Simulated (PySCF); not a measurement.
# Correlation energy of Co²⁺ (cobalt, charge +2)

[Ar] 3d6 4s1, high-spin 6D determinant (an excited configuration). Calculation: PySCF 2.14, in def2-QZVPPD (11s6p5d4f2g, 100 functions); the non-relativistic Hamiltonian (point nucleus). Frozen: [Ar]; 7 electrons correlated.

MP2 pair energies summed by pair of shells (mhartree):

```csv
pair,energy,share (%)
3d-3d,-122.57,86.6
3d-4s,-18.94,13.4
```

Total MP2 correlation energy: -141.51 mhartree.

Same-spin part -85.19 and opposite-spin part -56.32 mhartree; SCS-MP2 scales them by 1/3 and 6/5 to -95.98 mhartree.
